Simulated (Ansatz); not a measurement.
This geometry of CH6Sn (8 atoms, charge 0, multiplicity 1) is a first-order saddle point.

Level of theory: Ansatz, RKS PBE/def2-SVP.

```xyz
8
Properties=species:S:1:pos:R:3
Sn -0.374 -0.056 0.462
H 0.807 -0.206 1.711
C 2.156 0.007 0.483
H 2.571 -0.976 0.765
H 2.306 0.220 -0.590
H 2.549 0.823 1.114
H -0.332 1.491 -0.324
H -0.246 -1.302 -0.740
```

Question: Which two structures does it join? (They come from a converged band through this point; their orientation in space is the band's.)

Answer: Bonds broken: Sn1–H2, Sn1–C3. Bonds formed: H2–C3. CH6Sn becomes CH4 + H2Sn.

Image 0:

```xyz
8
Properties=species:S:1:pos:R:3
Sn 0.179 -0.034 0.408
H -0.323 -0.294 2.044
C 2.345 0.040 0.302
H 2.769 -0.927 0.633
H 2.666 0.240 -0.738
H 2.724 0.845 0.959
H -0.499 1.456 -0.154
H -0.425 -1.326 -0.573
```

Image 6:

```xyz
8
Properties=species:S:1:pos:R:3
Sn -0.866 0.087 0.396
H 1.467 -0.263 1.594
C 2.235 -0.048 0.818
H 2.802 -0.977 0.625
H 1.793 0.301 -0.139
H 2.897 0.746 1.209
H -0.432 1.348 -0.818
H -0.459 -1.194 -0.804
```

Question: How far does it lie above each of them?

Answer: 47.1 kcal/mol above the first and 40.8 kcal/mol above the second. This is the barrier of this one path; another mechanism may lie lower. The orbitals stay closed-shell, which can raise the energy where a bond breaks towards radicals; this wasn't checked here.

Time of the run: 2.3 min on 1 thread of Arm Neoverse V2 (shared host), peak memory 0.12 GiB.
